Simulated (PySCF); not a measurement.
Species: C₅H₄ClFN₂O.
Bonds: C1–C2, C2–O3 (double), C2–N4, N4–C5 (aromatic), C5–F6, C5–C7 (aromatic), C7–N8 (aromatic), N8–C9 (aromatic), C9–Cl10, N4–C9 (aromatic). Hydrogens: H11, H12, H13 on C1; H14 on C7.

Level of theory: TDDFT PBE0/def2-SVPD, vertical, gas phase, core orbitals frozen in the response in PySCF. The structure is a single GFN2-xTB conformer in the gas phase; no vibrational or solvent corrections. Torsions of this conformer, `[CH3:1][C:2](=[O:3])[n:4]1[c:5]([F:6])[cH:7][n:8][c:9]1[Cl:10]`: C1–C2–N4–C5 0°.

Problem. Predict the UV-vis stick spectrum at this level.

Solution. 

```tsv
state	E (eV)	ν̃ (cm⁻¹)	f	symmetry	main configurations (H = HOMO, L = LUMO)
S1	4.49	36180	0.051	A′	H→L (99%)
S2	4.76	38420	0.0010	–	H-1→L (92%)
S3	5.69	45920	0.0011	–	H-2→L (94%)
S4	6.08	49040	0.010	A″	H→L+1 (94%)
S5	6.43	51890	0.079	A′	H-3→L (70%), H→L+2 (20%)
S6	6.66	53730	0.0000	–	H-4→L (86%)
```

Triplets (Tamm–Dancoff): T1 3.43 eV, H→L (90%); T2 4.27 eV, H-1→L (87%).

The lowest singlet lies at 4.49 eV (276 nm, ultraviolet) and is of moderate strength; its leading configuration is HOMO→LUMO (99%). The strongest level in the table is S5 at 6.43 eV (193 nm, f = 0.079). Löwdin shares by element: HOMO carbon 56% or more, chlorine 17% (atoms not listed hold the other 26%); LUMO carbon 35% or more, oxygen 23%, nitrogen 8% or more (atoms not listed hold the other 34%). Weighted by f, the mean energy of these states is 5.69 eV. The listed states span 2.18 eV, and the widest gap between neighbours is 0.93 eV (S2 to S3). Orbital energies (eV): HOMO-3 -9.20, HOMO-2 -8.79, HOMO-1 -8.40, HOMO -7.09, LUMO -1.69, LUMO+1 0.15, LUMO+2 0.72. Symmetry labels in Cs follow from the direction of the transition dipole and are given only for states with f of 0.002 or more. The window holds the lowest 6 singlets.

Time: 34 s of wall time; peak memory 1.0 GiB. Hardware: an Intel Xeon 6975P-C with one thread, shared host.
